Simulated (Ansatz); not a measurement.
Cost and result for the atomization energy of `C[SiH]1C[O][Al]1[F]` (12 atoms, 12 bonds).

Cartesian coordinates in Å:
```
C -1.406 -1.324 0.269
Si -0.592 0.275 -0.273
C 0.850 0.919 0.843
O 2.019 0.970 0.000
Al 1.449 0.403 -1.520
F 2.364 0.232 -2.876
H -2.018 -1.158 1.159
H -0.661 -2.087 0.500
H -2.057 -1.710 -0.518
H -1.633 1.314 -0.517
H 1.038 0.248 1.689
H 0.647 1.918 1.244
```

The species carries charge 0 and has multiplicity 1. Geometry: relaxed with PBE0-D4/def2-TZVP. Program: Ansatz. All runs use 4 threads of an Arm Neoverse V1 on a shared host. Times are those of one run each, without the atoms' runs, and a repeat can differ threefold. Electronic energies, without spin–orbit coupling; frozen cores. CCSD(T)/CBS adds CCSD(T) − MP2 in def2-TZVPP to the MP2 limit, and its time is that of the two runs behind it. T1 = 0.014. B3LYP takes the VWN-RPA correlation (the form of Gaussian; ORCA's B3LYP/G).

CCSD(T)/CBS is a level of theory with its own doubt, some kJ/mol a heavy atom from the limit and from the frozen cores, so smaller differences don't rank the functionals.

```
                             level  functions  wall time
   PBE-D4/def2-TZVPP (with forces)        292      3.5 s
                PBE0-D4/def2-TZVPP        292      4.5 s
r2SCAN-D4/def2-TZVPP (with forces)        292        7 s
 B3LYP-D4/def2-TZVPP (with forces)        292        7 s
                 B2PLYP/def2-TZVPP        292      8.5 s
                ωB97X-V/def2-TZVPP        292       11 s
  ωB97M-V/def2-TZVPP (with forces)        292       16 s
                    MP2/def2-QZVPP        548       34 s
                CCSD(T)/def2-TZVPP        292    5.7 min
                 CCSD(T)/CBS(def2)          –    6.3 min
```

Problem. What atomization energy does each give, and how far from CCSD(T)/CBS? (An estimate is asked.)

Solution. Ansatz gave: 
| level | atomization (kcal/mol) | difference from CCSD(T)/CBS | per bond |
| --- | --- | --- | --- |
| PBE-D4/def2-TZVPP (with forces) | 1110.5 | 15.7 | 1.3 |
| PBE0-D4/def2-TZVPP | 1090.5 | -4.3 | -0.4 |
| r2SCAN-D4/def2-TZVPP (with forces) | 1097.9 | 3.1 | 0.3 |
| B3LYP-D4/def2-TZVPP (with forces) | 1087.5 | -7.3 | -0.6 |
| B2PLYP/def2-TZVPP | 1079.5 | -15.3 | -1.3 |
| ωB97X-V/def2-TZVPP | 1096.6 | 1.8 | 0.1 |
| ωB97M-V/def2-TZVPP (with forces) | 1094.6 | -0.2 | 0.0 |
| MP2/def2-QZVPP | 1106.4 | 11.6 | 1.0 |
| CCSD(T)/def2-TZVPP | 1065.2 | -29.6 | -2.5 |
| CCSD(T)/CBS(def2) | 1094.8 | 0.0 | 0.0 |

From PBE to PBE0 (25 % exact exchange), in def2-TZVPP and without D4, the atomization energy moves by −19.2 kcal/mol: exact exchange takes away binding that semilocal exchange gives to molecules. The D4 term adds +10.1 kcal/mol with B3LYP and +5.3 kcal/mol with PBE0; it sums over pairs of atoms, weighted by their polarisabilities, and B3LYP, whose exchange is more repulsive, gets the larger term. In def2-TZVPP, CCSD(T) changes the Hartree–Fock value by +265.0 kcal/mol (the triples alone add +16.9 kcal/mol) and MP2 by +288.5 kcal/mol; breaking electron pairs costs correlation energy, which Hartree–Fock lacks.
